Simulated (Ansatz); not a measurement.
A run for Ansatz (an electronic-structure program): U-wB97X-V/cc-pVTZ on GaH3O (SMILES [OH][GaH2]), a point of a bond scan (R = 1.443 Å).

Ansatz 0.2 input:
```yaml
crystal:
  periodic: [false, false, false]
  atoms:
    - {symbol: Ga, position_ang: [-0.22521905, -0.28436532, 0.02581913]}
    - {symbol: H, position_ang: [0.06027017, -1.29718128, 1.17225298]}
    - {symbol: H, position_ang: [-1.35945454, -0.30870479, -1.05292543]}
    - {symbol: O, position_ang: [0.93817677, 1.08727522, -0.02402144]}
    - {symbol: H, position_ang: [0.69425253, 2.04087606, -1.07931307]}
basis:
  gaussian:
    orbitals: cc-pVTZ
hamiltonian:
  xc: {name: wB97X-V}
magnetization: {spin_polarized: true, initial_magnetization: 0}
```

Output:

```
WARN ansatz: RAYON_NUM_THREADS=1 ignored (pool sized by the plan → 1); use --threads N
Functional definition: wB97X-V
integrals: 0.05 GiB planned
739 factors; their error is unknown
integrals: 0.08 GiB planned
172 factors; integrals over basis functions are off by at most 1.6e-5 eV
mean field: 0.65 GiB planned
mean field evaluation 1: about -54462.2251 eV, gradient 3.9e1 eV
mean field evaluation 2: about -54451.4043 eV, gradient 6.6e1 eV
mean field evaluation 4: about -54467.9132 eV, gradient 1.9e0 eV
mean field evaluation 8: about -54468.0512 eV, gradient 3.1e-2 eV
mean field evaluation 16: about -54468.0512 eV, gradient 4.6e-5 eV
mean field -54468.05118812 eV, -2001.6639613921 hartree, gradient 4.6e-5 eV, S^2 0.000000; 0 other end points of the search recorded, 0 dependent functions left out
reference -54468.05118613 eV, -2001.6639613192 hartree; 21, 21 occupied and 94, 94 virtual orbitals, 739 factors
Total energy: -54468.05118613 eV, -2001.6639613192 hartree
```

Self-consistency was reached.

Cost: very roughly 7 core-seconds.
